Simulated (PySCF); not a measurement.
PySCF input for C2Si, SMILES [C]1[C][Si]1 (connectivity only; charge and spin as stated), neutral, multiplicity 1, SMD-M06-2X/6-31G*. Geometry optimised at ωB97X-D3(BJ)/def2-TZVP.

```python
import numpy as np
from pyscf import gto, scf, dft
from pyscf.solvent import smd

mol = gto.M(
    atom='''
    Si   -0.00000000   -0.00000000   -0.79446197
    C     0.00000000    0.63067420    0.92687230
    C     0.00000000   -0.63067420    0.92687230
    ''',
    basis='6-31G*',
    charge=0,
    spin=0,
    max_memory=1600,
    verbose=3,
)
mf = dft.RKS(mol, xc='m06-2x').density_fit(auxbasis='def2-universal-jkfit')
mf.grids.level = 4
mf.conv_tol = 1e-9
mf.max_cycle = 100
mf.kernel()
res = {}
for name in ['water', 'chlorobenzene', 'methanol']:
    s = mf.SMD()
    s.with_solvent.solvent, s.with_solvent.sasa_ng = name, 302
    s.kernel(mf.make_rdm1())
    res[name] = (s.e_tot, s.with_solvent.get_cds(), s.dip_moment(), s.mo_energy, s.converged)
    print(f'SMD {name}: dG(solv) = {(s.e_tot - mf.e_tot) * 627.509474:.3f} kcal/mol, of which CDS {res[name][1] * 627.509474:.3f}')
```

Log of the run:

```
converged SCF energy = -365.452230084628
converged SCF energy = -365.452101223516
Dipole moment(X, Y, Z, Debye):  0.00000,  0.00000, -3.00182
SMD water: dG(solv) = 0.081 kcal/mol, of which CDS 3.771
converged SCF energy = -365.454995059154
Dipole moment(X, Y, Z, Debye): -0.00000,  0.00000, -2.79781
SMD chlorobenzene: dG(solv) = -1.735 kcal/mol, of which CDS 1.027
converged SCF energy = -365.453964854184
Dipole moment(X, Y, Z, Debye):  0.00000,  0.00000, -2.97710
SMD methanol: dG(solv) = -1.089 kcal/mol, of which CDS 2.489
```

The run converged.
